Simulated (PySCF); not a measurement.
**Basis-set dependence of population analyses: `C=COC(=O)C=C`**

Compound: C5H6O2.
Structure used (PBE0-D3(BJ)/def2-SVP), in Å, numbered top down from 1:
```xyz
13
C5H6O2 angstrom
C     -3.014   -0.317    0.337
C     -1.840    0.297    0.228
O     -0.677   -0.419    0.276
C      0.497    0.248    0.142
O      0.575    1.438   -0.008
C      1.631   -0.699    0.205
C      2.885   -0.255    0.103
H     -3.080   -1.399    0.467
H     -3.934    0.268    0.296
H     -1.703    1.373    0.095
H      1.387   -1.756    0.336
H      3.076    0.814   -0.027
H      3.739   -0.936    0.147
```

PBE0 throughout (PySCF), one geometry, spherical d and f functions. Geometry: PBE0-D3(BJ)/def2-SVP, one conformer, isolated molecule. The first 7 of 13 kinds of atom are listed.

Mulliken charges (e):

| basis | functions | C1 | C2 | O3 | C4 | O5 | C6 | C7 |
| --- | --- | --- | --- | --- | --- | --- | --- | --- |
| STO-3G | 41 | -0.192 | +0.012 | -0.176 | +0.243 | -0.222 | -0.100 | -0.146 |
| pcSseg-0 | 75 | -0.444 | +0.067 | -0.648 | +0.665 | -0.499 | -0.278 | -0.358 |
| 6-31G | 75 | -0.394 | +0.140 | -0.540 | +0.502 | -0.423 | -0.127 | -0.326 |
| 6-31G* | 110 | -0.454 | +0.132 | -0.472 | +0.604 | -0.451 | -0.196 | -0.354 |
| cc-pVDZ | 128 | -0.072 | +0.064 | -0.233 | +0.269 | -0.247 | -0.147 | +0.043 |
| def2-SVP | 128 | -0.108 | +0.102 | -0.288 | +0.270 | -0.237 | -0.132 | -0.010 |
| pcSseg-1 | 149 | -0.196 | +0.048 | -0.435 | +0.537 | -0.405 | -0.285 | -0.088 |
| aug-cc-pVDZ | 215 | +0.444 | +1.194 | -0.518 | +0.374 | -0.558 | +1.405 | +0.361 |
| 6-311+G(2d,p) | 225 | -0.515 | +0.302 | -0.335 | +0.334 | -0.475 | +0.190 | -0.346 |
| def2-TZVP | 253 | -0.272 | -0.015 | -0.199 | +0.373 | -0.335 | -0.227 | -0.198 |
| cc-pVTZ | 294 | -0.298 | +0.028 | -0.163 | +0.314 | -0.305 | -0.160 | -0.212 |
| IGLO-III | 305 | -0.280 | +0.090 | -0.273 | +0.519 | -0.455 | -0.152 | -0.170 |

IAO charges (e):

| basis | functions | C1 | C2 | O3 | C4 | O5 | C6 | C7 |
| --- | --- | --- | --- | --- | --- | --- | --- | --- |
| STO-3G | 41 | -0.306 | -0.023 | -0.157 | +0.268 | -0.233 | -0.186 | -0.230 |
| pcSseg-0 | 75 | -0.338 | +0.029 | -0.284 | +0.459 | -0.425 | -0.199 | -0.237 |
| 6-31G | 75 | -0.342 | +0.019 | -0.287 | +0.457 | -0.430 | -0.193 | -0.251 |
| 6-31G* | 110 | -0.346 | +0.050 | -0.305 | +0.511 | -0.452 | -0.200 | -0.237 |
| cc-pVDZ | 128 | -0.353 | +0.050 | -0.301 | +0.508 | -0.444 | -0.201 | -0.242 |
| def2-SVP | 128 | -0.341 | +0.050 | -0.299 | +0.504 | -0.445 | -0.198 | -0.232 |
| pcSseg-1 | 149 | -0.348 | +0.047 | -0.306 | +0.511 | -0.456 | -0.201 | -0.239 |
| aug-cc-pVDZ | 215 | -0.360 | +0.047 | -0.308 | +0.518 | -0.462 | -0.204 | -0.248 |
| 6-311+G(2d,p) | 225 | -0.360 | +0.047 | -0.309 | +0.520 | -0.463 | -0.204 | -0.248 |
| def2-TZVP | 253 | -0.361 | +0.050 | -0.311 | +0.524 | -0.463 | -0.205 | -0.247 |
| cc-pVTZ | 294 | -0.362 | +0.050 | -0.309 | +0.523 | -0.460 | -0.205 | -0.248 |
| IGLO-III | 305 | -0.362 | +0.048 | -0.310 | +0.521 | -0.464 | -0.205 | -0.249 |

Hirshfeld charges (e):

```tsv
basis	functions	C1	C2	O3	C4	O5	C6	C7
STO-3G	41	-0.087	+0.037	-0.082	+0.169	-0.183	-0.038	-0.030
pcSseg-0	75	-0.113	+0.019	-0.082	+0.204	-0.241	-0.057	-0.047
6-31G	75	-0.111	+0.021	-0.101	+0.206	-0.255	-0.054	-0.050
6-31G*	110	-0.119	+0.025	-0.088	+0.204	-0.256	-0.054	-0.048
cc-pVDZ	128	-0.122	+0.020	-0.069	+0.199	-0.237	-0.060	-0.051
def2-SVP	128	-0.122	+0.022	-0.073	+0.208	-0.244	-0.061	-0.052
pcSseg-1	149	-0.121	+0.023	-0.081	+0.208	-0.246	-0.061	-0.051
aug-cc-pVDZ	215	-0.125	+0.022	-0.086	+0.203	-0.244	-0.064	-0.056
6-311+G(2d,p)	225	-0.121	+0.022	-0.089	+0.199	-0.246	-0.063	-0.051
def2-TZVP	253	-0.124	+0.022	-0.084	+0.202	-0.246	-0.062	-0.054
cc-pVTZ	294	-0.125	+0.022	-0.080	+0.203	-0.244	-0.061	-0.055
IGLO-III	305	-0.124	+0.022	-0.086	+0.202	-0.245	-0.063	-0.055
```

Q: Which scheme is steadiest as the basis changes?

A: Largest range over the bases for any column: Hirshfeld 0.07 e, IAO 0.26 e, Mulliken 1.69 e. Hirshfeld charges move least and Mulliken charges most, counted in e. Without the minimal STO-3G basis the ranges are Hirshfeld 0.03, IAO 0.07, Mulliken 1.69 e.

Q: How much do the charges still move between the two largest bases, cc-pVTZ and IGLO-III?

A: At most, over all atoms: Mulliken 0.205 e, IAO 0.003 e, Hirshfeld 0.007 e.

Q: What do the same runs give for the total energy, the frontier levels and the dipole moment?

A: 
```
        basis  energy (Eh)  HOMO (eV)  LUMO (eV)  μ (D)
       STO-3G    -339.7157      -4.68       1.45   0.91
     pcSseg-0    -343.3597      -7.41      -1.70   1.49
        6-31G    -344.0434      -7.17      -1.48   1.51
       6-31G*    -344.1486      -7.05      -1.36   1.60
      cc-pVDZ    -344.1802      -7.17      -1.50   1.56
     def2-SVP    -343.9046      -7.27      -1.59   1.56
     pcSseg-1    -344.1217      -7.37      -1.73   1.62
  aug-cc-pVDZ    -344.2014      -7.36      -1.80   1.76
6-311+G(2d,p)    -344.2585      -7.37      -1.81   1.75
    def2-TZVP    -344.2891      -7.35      -1.75   1.73
      cc-pVTZ    -344.2780      -7.31      -1.69   1.69
     IGLO-III    -344.2945      -7.37      -1.80   1.74
```

The dipole is fixed by the density alone, so its range of 0.85 D shows that the density itself changes with the basis, not only its division among atoms.
